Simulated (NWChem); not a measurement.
System: C₃H₄F₂; SMILES CC=C(F)F

Parts of the log:

```
             Northwest Computational Chemistry Package (NWChem) 7.3.0
             --------------------------------------------------------

                             Geometry "geometry" -> ""
                             -------------------------

 Output coordinates in angstroms (scale by  1.889725989 to convert to a.u.)

  No.       Tag          Charge          X              Y              Z
 ---- ---------------- ---------- -------------- -------------- --------------
    1 C                    6.0000     0.01550500     2.00452900     0.00000000
    2 C                    6.0000    -0.68271900     0.67890300     0.00000000
    3 C                    6.0000    -0.05414600    -0.50400600     0.00000000
    4 F                    9.0000     1.26740400    -0.66536900     0.00000000
    5 F                    9.0000    -0.65975700    -1.68636800     0.00000000
    6 H                    1.0000    -0.26231000     2.60764300    -0.89064300
    7 H                    1.0000     1.11561500     1.88526000     0.00000000
    8 H                    1.0000    -0.26231000     2.60764300     0.89064300
    9 H                    1.0000    -1.78198400     0.63598900     0.00000000

 Effective nuclear repulsion energy (a.u.)     173.0872381471

                                 NWChem DFT Module
                                 -----------------

 Summary of "ao basis" -> "ao basis" (spherical)
 ------------------------------------------------------------------------------
       Tag                 Description            Shells   Functions and Types
 ---------------- ------------------------------  ------  ---------------------
 C                           6-31g*                  6       14   3s2p1d
 F                           6-31g*                  6       14   3s2p1d
 H                           6-31g*                  2        2   2s

 in cosmo_initialize ...

 solvent parameters
 solvname_short: unkn
 solvname_long:  unknown
 dielec:        2.4000

          ---------------
          -cosmo- solvent
          ---------------
 Cosmo: York-Karplus, doi: 10.1021/jp992097l
 dielectric constant -eps-     =   2.40
 screen = (eps-1)/(eps    )    =   0.58333
 surface charge correction     = lagrangian

   van der Waals surface
 --------------------------

[...]

                                   COSMO solvation results
                                   -----------------------

                 gas phase energy =      -316.334422604809
                 sol phase energy =      -316.335800047649
 (electrostatic) solvation energy =         0.001377442839 (    0.86 kcal/mol)

                       DFT Final Molecular Orbital Analysis
                       ------------------------------------

 Vector   18  Occ=2.000000D+00  E=-4.709630D-01
              MO Center= -3.4D-01,  1.1D+00, -3.0D-09, r^2= 2.8D+00
   Bfn.  Coefficient  Atom+Function         Bfn.  Coefficient  Atom+Function
  ----- ------------  ---------------      ----- ------------  ---------------
     4      0.387396  1 C  py                18     -0.321625  2 C  py
    60     -0.210654  5 F  py                 8      0.197161  1 C  py
    17     -0.171821  2 C  px                59      0.165405  5 F  px
    64     -0.146262  5 F  py                32      0.123949  3 C  py
    71      0.121793  6 H  s                 75      0.121793  8 H  s

 Vector   19  Occ=2.000000D+00  E=-4.418413D-01
              MO Center= -5.8D-02,  1.5D+00, -9.7D-11, r^2= 2.3D+00
   Bfn.  Coefficient  Atom+Function         Bfn.  Coefficient  Atom+Function
  ----- ------------  ---------------      ----- ------------  ---------------
     3      0.374456  1 C  px                17     -0.260061  2 C  px
    73      0.249839  7 H  s                 74      0.217317  7 H  s
     7      0.197258  1 C  px                77      0.185026  9 H  s
    78      0.161693  9 H  s                 21     -0.125766  2 C  px
    32     -0.102998  3 C  py                71     -0.091892  6 H  s

 Vector   20  Occ=2.000000D+00  E=-3.049196D-01
              MO Center= -3.1D-01,  2.4D-01,  3.7D-10, r^2= 2.2D+00
   Bfn.  Coefficient  Atom+Function         Bfn.  Coefficient  Atom+Function
  ----- ------------  ---------------      ----- ------------  ---------------
    19      0.392326  2 C  pz                33      0.374499  3 C  pz
    23      0.336102  2 C  pz                61     -0.210761  5 F  pz
    47     -0.205819  4 F  pz                37      0.190817  3 C  pz
    65     -0.172070  5 F  pz                51     -0.169129  4 F  pz
     5     -0.128200  1 C  pz                72      0.115952  6 H  s

 Vector   21  Occ=0.000000D+00  E= 8.055926D-02
              MO Center= -3.0D-01,  1.3D-01, -1.3D-09, r^2= 2.3D+00
   Bfn.  Coefficient  Atom+Function         Bfn.  Coefficient  Atom+Function
  ----- ------------  ---------------      ----- ------------  ---------------
    23      0.581061  2 C  pz                37     -0.561598  3 C  pz
    33     -0.532871  3 C  pz                19      0.387959  2 C  pz
    72      0.253693  6 H  s                 76     -0.253693  8 H  s
    61      0.178471  5 F  pz                65      0.178493  5 F  pz
    47      0.177435  4 F  pz                51      0.177194  4 F  pz

 Vector   22  Occ=0.000000D+00  E= 1.585985D-01
              MO Center= -4.9D-01,  1.4D+00,  2.2D-09, r^2= 4.6D+00
   Bfn.  Coefficient  Atom+Function         Bfn.  Coefficient  Atom+Function
  ----- ------------  ---------------      ----- ------------  ---------------
     6      1.906301  1 C  s                 78     -1.023587  9 H  s
    72     -0.888919  6 H  s                 76     -0.888919  8 H  s
    21     -0.583899  2 C  px                74     -0.540214  7 H  s
    20      0.387265  2 C  s                 22     -0.369187  2 C  py
    34     -0.309669  3 C  s                 48      0.256426  4 F  s

[...]
```

Level: M05-2X/6-31G* (spherical d), COSMO on the gas-phase geometry. Geometry: optimised at PBE-D3(BJ)/def2-SVP. COSMO prints the solvation energy as gas minus solution, so a positive value is a stabilisation.

Question: Write an input that gives this output.

Answer: One answer among several that fit: the input that was run:
```
start job
memory heap 200 mb stack 900 mb global 1100 mb
geometry units angstroms noautosym nocenter noautoz
  C      0.015505     2.004529     0.000000
  C     -0.682719     0.678903     0.000000
  C     -0.054146    -0.504006     0.000000
  F      1.267404    -0.665369     0.000000
  F     -0.659757    -1.686368     0.000000
  H     -0.262310     2.607643    -0.890643
  H      1.115615     1.885260     0.000000
  H     -0.262310     2.607643     0.890643
  H     -1.781984     0.635989     0.000000
end
basis spherical
  * library 6-31g*
end
dft
  xc m05-2x
  iterations 150
end
cosmo
  dielec 2.4
end
task dft energy
```
